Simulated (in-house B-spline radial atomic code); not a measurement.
Values are calculated unless marked as measured or tabulated.
Making a Troullier-Martins s channel for Br, r_c = 1.27 bohr

Br, [Ar] 3d10 4s2 4p5, non-relativistic PBE, spherical and spin-unpolarised, from a B-spline radial code for spherical atoms (atomic units). The all-electron 4s level is ε = -0.713713 hartree, its outermost node lies just inside 0.69 bohr and its outer maximum at 1.46 bohr.

Inside r_c the pseudo-orbital is u(r) = r^1 exp(p(r)), with p = c0 + c2 r² + c4 r⁴ + … + c12 r¹². The seven coefficients follow from p and its first four derivatives at r_c, from zero curvature of the screened potential at the origin, c4 = −c2²/(2l + 5), and from the norm inside r_c. At r_c the all-electron orbital has P = 0.8299192, P' = 0.4041074, the screened potential V = -2.366286, V' = 4.018353, V'' = -10.02066, and the norm inside is Q = 0.2394368.

(1) What are p, p' and p'' at r_c?

For a trial c2 the five matching conditions are linear in c0, c6, c8, c10 and c12, and c2 is varied until the norm inside r_c equals Q. The root nearest zero gives:

| n | c_n |
| --- | --- |
| 0 | -1.046348 |
| 2 | 0.6393847 |
| 4 | -0.08176256 |
| 6 | 0.471707 |
| 8 | -0.7754638 |
| 10 | 0.3819386 |
| 12 | -0.06236171 |

(2) Check c4 and p(r_c), and find the screened pseudopotential at the origin.

Orbitals and screened potentials:

```
r (bohr)        P        u  V all-electron  V pseudo
   0.127   0.2631  0.04507          -174.7     1.207
   0.318  -0.2998   0.1191          -41.91     1.278
   0.508  -0.3575   0.2104          -17.29     1.476
   0.699  0.03363   0.3359          -8.878     1.368
   0.889   0.4307   0.5082          -5.263   0.04374
    1.08   0.6975   0.7018          -3.389    -2.118
    1.27   0.8299   0.8299          -2.366    -2.366
```

Logarithmic derivatives P'/P at R = 1.57 bohr, for energies E around ε:

```json
{"E − ε (hartree)": "-0.5", "all-electron": "0.333968", "pseudo": "0.330528"}
{"E − ε (hartree)": "-0.25", "all-electron": "0.0716169", "pseudo": "0.0705367"}
{"E − ε (hartree)": "-0.1", "all-electron": "-0.101758", "pseudo": "-0.10199"}
{"E − ε (hartree)": "0", "all-electron": "-0.225134", "pseudo": "-0.225181"}
{"E − ε (hartree)": "0.1", "all-electron": "-0.355526", "pseudo": "-0.355802"}
{"E − ε (hartree)": "0.25", "all-electron": "-0.56601", "pseudo": "-0.567706"}
{"E − ε (hartree)": "0.5", "all-electron": "-0.964902", "pseudo": "-0.973497"}
```

(3) With P(R) = 0.8508922 and a norm of 0.4588933 inside R, what slope in energy does norm conservation fix?

Answers

(1) p = ln(P/r_c^1) = ln(0.8299192/1.27) = -0.42544. p' = P'/P − 1/r_c = 0.48692 − 0.78740 = -0.30048. The radial equation gives p'' = 2(V − ε) − 2(1) p'/r_c − p'² = -3.30515 − (-0.47319) − 0.09029 = -2.92224. Differentiating, p''' = 2V' + 2(1)p'/r_c² − 2(1)p''/r_c − 2p'p'' = 10.51, and p'''' = 2V'' − 4(1)p'/r_c³ + 4(1)p''/r_c² − 2(1)p'''/r_c − 2p''² − 2p'p''' = -54.016.

(2) −c2²/5 = -0.0817626, as listed. The terms c_n r_c^n are -1.04635, 1.03126, -0.21270, 1.97922, -5.24797, 4.16899, -1.09790, which sum to -0.42544. Inverting the radial equation, V_l(r) = ε + 1 p'/r + (p'' + p'²)/2, so V_l(0) = ε + (2l + 3) c2 = -0.713713 + 3 × (0.639385) = 1.2044 hartree, finite where the all-electron potential diverges.

(3) d(P'/P)/dE = −2 × (norm inside R)/P(R)² = -1.2676 per hartree·bohr at E = ε, for both atoms, since orbital and norm agree at R. Differences over ±0.1 hartree give -1.2688 (all-electron) and -1.2691 (pseudo), which also hold third-order terms. Half a hartree below ε the two curves differ by -0.0034.
